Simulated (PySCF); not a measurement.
C6H10BNO.
SMILES with atom numbers: `[BH3-:1][n+:2]1[cH:3][cH:4][cH:5][c:6]([O:7][CH3:8])[cH:9]1` (hydrogens: H10, H11, H12 on B1; H13 on C3; H14 on C4; H15 on C5; H16, H17, H18 on C8; H19 on C9)

Structure used (PBE0-D3(BJ)/def2-SVP), in Å, numbered top down from 1:
```xyz
19
C6H10BNO angstrom
B      2.3348   -0.8529    0.1924
N      1.2754    0.3401    0.0497
C      1.6859    1.6026   -0.0863
C      0.7767    2.6407   -0.2693
C     -0.5788    2.3624   -0.3067
C     -1.0015    1.0334   -0.1590
O     -2.3174    0.7988   -0.1951
C     -2.7754   -0.5247   -0.0636
C     -0.0334    0.0458    0.0221
H      2.4495   -1.3236   -0.9366
H      1.8436   -1.6602    0.9728
H      3.3761   -0.3527    0.5951
H      2.7645    1.7548   -0.0434
H      1.1418    3.6630   -0.3776
H     -1.3304    3.1419   -0.4440
H     -2.4950   -0.9557    0.9125
H     -2.3851   -1.1703   -0.8687
H     -3.8686   -0.4836   -0.1360
H     -0.2688   -1.0099    0.1521
```

The closed-shell ground state was solved at several levels (PySCF, density fitting, gas phase, non-relativistic).

```csv
level,basis functions,HOMO (eV),LUMO (eV),gap (eV),dipole (D)
CAM-B3LYP/def2-SVPD,263,-8.54,-0.87,7.67,6.14
PBE0/pcSseg-1,203,-7.19,-1.90,5.29,6.15
```

Q: What might wB97X-D/pcSseg-1 (203 basis functions) give for the same quantities?

A: HOMO -9.03 eV, LUMO -0.21 eV, gap 8.82 eV, dipole 6.25 D.

Q: Over all these levels, which gives the widest orbital gap and which the narrowest?

A: wB97X-D/pcSseg-1 (range-separated hybrid) has the widest, 8.82 eV, and PBE0/pcSseg-1 (global hybrid, 25 % exact exchange) the narrowest, 5.29 eV. The two share the basis. From the narrowest to the widest the HOMO moves by -1.84 eV and the LUMO by +1.69 eV.

Q: How far do the dipole and the HOMO energy spread over the levels?

A: The dipole runs from 6.14 to 6.25 D (mean 6.18 D) and the HOMO from -9.03 to -7.19 eV.

One conformer stands for the species.
